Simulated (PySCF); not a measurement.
## Ne²⁺: excitation energy

Ne²⁺ [He] 2s2 2p4 (3P) → Ne²⁺ [He] 2s2 2p3 3d1 (5D), as a difference of total energies. Calculation: PySCF 2.14, in aug-cc-pwCVQZ; the non-relativistic Hamiltonian (point nucleus). Correlated levels: valence: 1s2 frozen; valence and next inner shell: nothing frozen. The calculations carry no spin-orbit coupling.

| method | excitation energy (eV) |
| --- | --- |
| UHF | 49.896 |
| LDA | 50.345 |
| PBE | 50.342 |
| PBE0 | 50.523 |
| r2SCAN | 50.669 |
| CAM-B3LYP | 50.802 |
| TPSSh | 50.702 |
| r2SCAN0 | 50.733 |
| MP2 (valence) | 50.964 |
| SCS-MP2 (valence) | 51.191 |
| MP2 (valence and next inner shell) | 51.008 |
| SCS-MP2 (valence and next inner shell) | 51.217 |

How much does correlation contribute at MP2 (valence and next inner shell)?

51.008 − (49.896) = 1.112 eV, measured against UHF.

A first-order spin-orbit estimate (lowest level to lowest level, LS coupling) adds 0.037 eV.

The promoted electron is Rydberg-like, and one or two diffuse shells describe it only roughly, which tends to raise the upper state.
